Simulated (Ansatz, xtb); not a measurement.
## Ligand exchange: SiH2(OH)(SiH3) + SiH3F → Si3H8O + HF

Species: SiH2(OH)(SiH3) (disilanol), singlet; SiH3F `F[SiH3]`, singlet; Si3H8O `[SiH3]O[SiH2][SiH3]`, singlet; HF (hydrogen fluoride), singlet. The partners trade H for SiH3: O–H and F–SiH3 bonds give way to O–SiH3 and F–H.

Shapes, held fixed at every level: PBE0-D4/def2-TZVP. Flexible molecules stand in one conformer, not always the lowest. Programs: Ansatz 0.2.0, xtb 6.7.1. Electronic energies: no zero-point or thermal term.

Problem. Estimate ΔE of this reaction.

Solution. The highest level, CCSD(T)/CBS estimate, gives ΔE = +20.1 kJ/mol; the levels span +18.9 to +53.5. The column of differences is taken from that level and isn't an error. No measured value is set beside it here. The CBS estimate extrapolates MP2 from def2-TZVPP and def2-QZVPP and adds CCSD(T) − MP2 in the triple-zeta set, cores frozen.

```tsv
level	kind	ΔE (kJ/mol)	less CCSD(T)/CBS estimate
GFN2-xTB	semi-empirical	+53.5	+33.4
HF/def2-SVP	Hartree–Fock	+22.9	+2.8
HF/def2-TZVPP	Hartree–Fock	+29.0	+8.9
B3LYP-D4/def2-TZVPP	global hybrid	+21.9	+1.8
BHLYP-D4/def2-TZVPP	global hybrid	+18.9	-1.2
MP2/def2-SVP	perturbation theory	+20.7	+0.6
CCSD/def2-TZVPP	coupled cluster or CI	+22.1	+2.0
CCSD(T)/CBS estimate	coupled cluster or CI	+20.1	0.0
```
